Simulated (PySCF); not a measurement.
## Spinor energies of Rh (rhodium, neutral)

Start: [Kr] 4d8 5s1; 4d3/2 filled at m_j = -3/2, -1/2, +1/2, +3/2; 4d5/2 filled at m_j = -1/2, +1/2, +3/2, +5/2; 5s1/2 filled at m_j = +1/2. Calculated with PySCF 2.14 in x2c-TZVPPall-2c (8s9p7d2f1g, 93 functions): generalised Hartree-Fock with the X2C-1e Hamiltonian and a Gaussian nucleus; one run each with spin-orbit coupling (SO) switched off, then screened by Boettger's factors.

```csv
spinor shell,electrons,"ε, spin-free (eV)","ε, screened SO (eV)",weight of nominal j (screened SO),"rms radius, screened SO (bohr)"
1s1/2,2,-23342.2,-23340.6,1.000,0.0374
2s1/2,2,-3465.8,-3465.3,1.000,0.154
2p1/2,2,-3099.2,-3199.2,1.000,0.134
2p3/2,4,-3099.2,-3052.6,1.000,0.138
3s1/2,2,-654.36,-654.20,1.000,0.415
3p1/2,2,-530.71,-548.55,1.000,0.411
3p3/2,4,-530.71,-522.31,1.000,0.422
3d3/2,4,-333.31,-336.46,0.997,0.401
3d5/2,6,-333.31,-331.03,0.998,0.405
4s1/2,2,-101.01,-100.95,1.000,1.05
4p1/2,2,-63.628,-67.636,0.946,1.15
4p3/2,4,-63.628,-61.669,0.973,1.18
4d3/2,4,-11.682,-12.091,0.697,1.71
4d5/2,4,-11.682,-11.284,0.735,1.73
5s1/2,1,-6.476,-6.476,0.999,3.76
```

```
   quantity    spin-free  screened SO
E (hartree)  -4780.81750  -4781.56802
        M_J          9/2          9/2
       ⟨J²⟩       24.761       24.761
       ⟨L²⟩       12.009       12.051
       ⟨S²⟩        3.751        3.752
```

Each row is a mean over spinors that exchange with the open shell spreads, by up to 7.017 eV (4p3/2).

Rows whose weight is well below 1 are mixtures of j = l ± 1/2: exchange outweighs spin-orbit coupling there, and the label is only the starting occupation.

Breit and QED terms are absent; they matter most for the inner s and p1/2 levels.

Densities and radii are taken from the X2C orbitals without a picture-change correction, which distorts them close to the nucleus.

Without spin-orbit coupling the j labels of p, d and f shells carry no meaning; the spin-free column gives the mean over the occupied spinors of each nl shell.
